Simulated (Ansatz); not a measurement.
Molecule: TiH, charge 0, multiplicity 4. The spin state was set by rule; other spins were not relaxed. 
Coordinates optimised at B3LYP-D3(BJ)/def2-TZVP (Ansatz, a quantum-chemistry and plane-wave program):
```xyz
2

Ti     0.0000     0.0000    -0.0766
H      0.0000     0.0000     1.6849
```
Charge 0, spin multiplicity 4.

Total electronic energies in hartree. Valence correlation only, unless marked. UHF or UKS for open shells. No spin-orbit coupling. Frozen are the shells of the preceding noble gas and the d and f shells that filled before the atom's block. Non-relativistic. CBS marks a two-point X^-3 extrapolation of the correlation energy; Hartree-Fock from the larger set. The bracket is a focal-point correction in the basis named.

The T1 diagnostic of CCSD in the largest basis is 0.058, which is high, so the coupled-cluster rows are less sure than usual.

| level | program | energy (Eh) |
|---|---|---|
| HF/def2-TZVPPD | Ansatz | -848.96273 |
| RI-HF/def2-QZVPPD | Ansatz | -848.97919 |
| PBE-D3(BJ)/def2-TZVPD | Ansatz + dftd3 | -849.71438 |
| PBE0/STO-3G | Ansatz | (withheld) |
| PBE0-D3(BJ)/def2-TZVP | Ansatz + dftd3 | -849.74337 |
| PBE0/def2-QZVPP | Ansatz | -849.76254 |
| r2SCAN0-D4/def2-TZVPD | Ansatz + dftd4 | -849.89632 |
| HSE06-D4/def2-TZVPD | Ansatz + dftd4 | (withheld) |
| CAM-B3LYP-D3(BJ)/def2-TZVPD | Ansatz + dftd3 | -849.97633 |
| B2GP-PLYP-D3(BJ)/def2-TZVPD | Ansatz + dftd3 | -849.59923 |
| RPA@PBE/def2-TZVPP | Ansatz | -849.10494 |
| MP2/CBS(def2-TZVPP,def2-QZVPP) | Ansatz | -849.0336 |
| RI-MP2/def2-TZVPP | Ansatz | -849.01163 |
| RI-MP2/def2-QZVPP | Ansatz | -849.03133 |
| RI-MP2/CBS(def2-TZVPP,def2-QZVPP) | Ansatz | -849.0335 |
| SCS-MP2/6-31G* | Ansatz | -848.91443 |
| CCSD/def2-TZVPPD | Ansatz | -849.02786 |
| CCSD/CBS(def2-TZVPPD,def2-QZVPPD) | Ansatz | -849.0483 |
| CCSD(T)/def2-TZVPPD | Ansatz | -849.02957 |
| CCSD(T)/def2-QZVPPD | Ansatz | -849.04847 |
| RI-MP2/CBS(def2-TZVPP,def2-QZVPP)+[CCSD(T)-MP2]/def2-SVP | Ansatz | -849.0483 |
| CCSD(T)/CBS(def2-TZVPP,def2-QZVPP) | Ansatz | -849.0503 |
| CCSD(T)/CBS(def2-TZVPPD,def2-QZVPPD) | Ansatz | -849.0502 |

Task: Fill in the missing entries.

Result: 
- PBE0/STO-3G, energy (Eh): -840.82133
- HSE06-D4/def2-TZVPD, energy (Eh): -849.73608
